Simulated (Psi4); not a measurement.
ditellurium (Te2), triplet, at a GFN2-xTB geometry (core potentials on Te); R2SCAN/def2-SVP run with Psi4 1.11.

Psi4 was given this input:
```
memory 2 GB

molecule mol {
0 3
  Te   -0.000000   -0.000000   -1.300999
  Te    0.000000    0.000000    1.300999
}

set basis def2-svp
set reference uks
set scf_type mem_df

energy('r2scan')
print_variables()
```

What the program printed (banner, timings and long lists left out):

```
   => Loading Basis Set <=

    Name: DEF2-SVP
    Role: ORBITAL
    Keyword: BASIS

    !!!  WARNING: ECP capability is in beta. Please check occupations closely.  !!!

         ---------------------------------------------------------
                                   SCF
               by Justin Turney, Rob Parrish, Andy Simmonett
                          and Daniel G. A. Smith
                              UKS Reference
         ---------------------------------------------------------

  ==> Geometry <==

    Molecular point group: d2h
    Full point group: D_inf_h

    Geometry (in Angstrom), charge = 0, multiplicity = 3:

       Center              X                  Y                   Z               Mass
    ------------   -----------------  -----------------  -----------------  -----------------
         TE           0.000000000000     0.000000000000    -1.300999000000   129.906222748000
         TE           0.000000000000     0.000000000000     1.300999000000   129.906222748000

  Running in d2h symmetry.

  Rotational constants: A = ************  B =      0.03833  C =      0.03833 [cm^-1]
  Rotational constants: A = ************  B =   1149.22039  C =   1149.22039 [MHz]
  Nuclear repulsion =  117.143085177590450

  Charge       = 0
  Multiplicity = 3
  Electrons    = 48
  Nalpha       = 25
  Nbeta        = 23

  ==> Algorithm <==

  SCF Algorithm Type is MEM_DF.
  DIIS enabled.
  MOM disabled.
  Fractional occupation disabled.
  Guess Type is SAD.
  Energy threshold   = 1.00e-06
  Density threshold  = 1.00e-06
  Integral threshold = 1.00e-12

  ==> Primary Basis <==

  Basis Set: DEF2-SVP
    Blend: DEF2-SVP
    Number of shells: 20
    Number of basis functions: 52
    Number of Cartesian functions: 56
    Spherical Harmonics?: true
    Max angular momentum: 2

  Core potential: DEF2-SVP
    Number of shells: 8
    Number of ECP primitives: 36
    Number of ECP core electrons: 56
    Max angular momentum: 3

  ==> DFT Potential <==

   => LibXC <=

    Version 7.1.2
    S. Lehtola, C. Steigemann, M. J. T. Oliveira, and M. A. L. Marques,  SoftwareX 7, 1–5 (2018) (10.1016/j.softx.2017.11.002)

   => Composite Functional: R2SCAN <=

    r2SCAN Meta-GGA XC Functional  (0.1021/acs.jpclett.0c02405)
    J. W. Furness, A. D. Kaplan, J. Ning, J. P. Perdew, J. Sun  J. Phys. Chem. Lett.  11, 8208–8215, 2020

    Deriv               =              1
    GGA                 =           TRUE
    Meta                =           TRUE

[...]
   @S   Expected:                1.000000000E+00
   @S   Observed:                1.000000000E+00

    Orbital Energies [Eh]
    ---------------------

    Alpha Occupied:

[...]
       3B3g   -0.207101

    Alpha Virtual:

[...]
    Beta Occupied:

[...]
    Beta Virtual:

[...]
    Final Occupation by Irrep:
             Ag   B1g   B2g   B3g    Au   B1u   B2u   B3u
    DOCC [     6,    1,    2,    2,    1,    5,    3,    3 ]
    SOCC [     0,    0,    1,    1,    0,    0,    0,    0 ]
    NA   [     6,    1,    3,    3,    1,    5,    3,    3 ]
    NB   [     6,    1,    2,    2,    1,    5,    3,    3 ]

  @DF-UKS Final Energy:  -536.27271846412930

   => Energetics <=

    Nuclear Repulsion Energy =            117.1430851775904500
    One-Electron Energy =               -1168.0138032282054610
    Two-Electron Energy =                 556.3510321736689548
    DFT Exchange-Correlation Energy =     -41.7530325871831423
    Empirical Dispersion Energy =           0.0000000000000000
    VV10 Nonlocal Energy =                  0.0000000000000000
    Total Energy =                       -536.2727184641292979

  UHF NO Occupations:
  HONO-2 :    3B3u 1.9992410
  HONO-1 :    3B3g 1.0000000
  HONO-0 :    3B2g 1.0000000
  LUNO+0 :    4B3u 0.0007590
  LUNO+1 :    4B2u 0.0007590
  LUNO+2 :    6B1u 0.0003339
  LUNO+3 :    7 Ag 0.0002877

Computation Completed

Properties will be evaluated at   0.000000,   0.000000,   0.000000 [a0]

Properties computed using the SCF density matrix

 Multipole Moments:

 ------------------------------------------------------------------------------------
     Multipole            Electronic (a.u.)      Nuclear  (a.u.)        Total (a.u.)
 ------------------------------------------------------------------------------------

 L = 1.  Multiply by 2.5417464519 to convert [e a0] to [Debye]
 Dipole X            :          0.0000000            0.0000000            0.0000000
 Dipole Y            :          0.0000000            0.0000000            0.0000000
 Dipole Z            :          0.0000000            0.0000000            0.0000000
 Magnitude           :                                                    0.0000000

 ------------------------------------------------------------------------------------

  Variable Map:
  ----------------------------------------------------------------------------
[...]
  Array Variable Map:
  ----------------------------------------------------------------------------
[...]
[...]
```
